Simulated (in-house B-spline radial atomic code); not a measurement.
# Ionising Dy³⁺ with different functionals

Computed with a radial B-spline atomic code at the basis-set limit: four-component Dirac-Coulomb Hamiltonian, Fermi nucleus of rms radius 5.2218 fm, spin-restricted, spherical fractional occupations for the functionals, and exact exchange of hybrids averaged over the configuration. The ionisation energy is the difference of two self-consistent energies, [Xe] 4f9 → [Xe] 4f8, without Breit or QED terms; ε is the level of the shell that loses the electron (mean over j). The electron is taken from both j subshells in proportion to 2j + 1, so the result is a j average, not the step between ground levels.

```json
{"method": "B97-1", "rung": "global hybrid", "ΔSCF (eV)": "?", "-ε(4f) (eV)": "?"}
{"method": "PBE0", "rung": "global hybrid", "ΔSCF (eV)": "43.88", "-ε(4f) (eV)": "37.71"}
{"method": "B3LYP", "rung": "global hybrid", "ΔSCF (eV)": "?", "-ε(4f) (eV)": "?"}
{"method": "CAM-B3LYP", "rung": "range-separated hybrid", "ΔSCF (eV)": "43.95", "-ε(4f) (eV)": "39.07"}
```

Q: What does B97-1 give?

A: ΔSCF 43.94 eV, and -ε(4f) = 37.16 eV.

Q: What does B3LYP give?

A: ΔSCF 44.03 eV, and -ε(4f) = 37.11 eV.

Q: Among the functionals, which spreads more, the ΔSCF values or the orbital energies?

A: The orbital energies: ΔSCF values span about 0.15 eV and the orbital energies 1.96 eV; here energy differences depend much less on the functional than eigenvalues do.

Q: How do they compare with the NIST value?

A: NIST lists 41.23 eV ± 0.08 (semi-empirical, ground level to ground level). Errors run from +2.65 to +2.80 eV. The correlated functionals all miss on the same side by more than they spread, so the cause is common to them (Breit-QED terms, spin polarisation, the choice among j levels, multiplet and fine-structure energies, or a listed next ion that isn't the cheapest removal here) and closeness doesn't rank the functionals.
